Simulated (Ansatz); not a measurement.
One change: `BCBF` becomes `FBCF`.

Ansatz, PBE0-D4/def2-TZVP geometries, multiplicity 1. Each molecule was computed in one conformer, which needn't be the lowest.

```tsv
property	`BCBF`
HOMO energy (PBE0/def2-TZVPP) / eV	-8.95
size of the dipole moment (PBE/def2-TZVPP) / D	1.11
LUMO energy (B3LYP/def2-TZVPP) / eV	-1.97
ideal-gas entropy at 298 K and 1 bar (rigid rotor, harmonic PBE0-D4/def2-TZVP) / J/(mol·K)	305
zero-point energy (PBE0-D4/def2-TZVP) / kJ/mol	164.5
size of the dipole moment (B3LYP/def2-TZVPP) / D	1.17
```

What does the change do to each property? (An estimate is asked.)

Ansatz gave: 
| property | `FBCF` | shift |
| --- | --- | --- |
| HOMO energy (PBE0/def2-TZVPP) / eV | -8.96 | -0.01 |
| size of the dipole moment (PBE/def2-TZVPP) / D | 1.99 | 0.88 |
| LUMO energy (B3LYP/def2-TZVPP) / eV | -1.13 | 0.84 |
| ideal-gas entropy at 298 K and 1 bar (rigid rotor, harmonic PBE0-D4/def2-TZVP) / J/(mol·K) | 288 | -17 |
| zero-point energy (PBE0-D4/def2-TZVP) / kJ/mol | 117.8 | -46.7 |
| size of the dipole moment (B3LYP/def2-TZVPP) / D | 2.21 | 1.04 |

The zero-point energy changes by -46.7 kJ/mol with -6 modes. Dipoles are sizes alone; their direction can turn.

B3LYP here is the variant with VWN-RPA as its local correlation; programs differ in this.
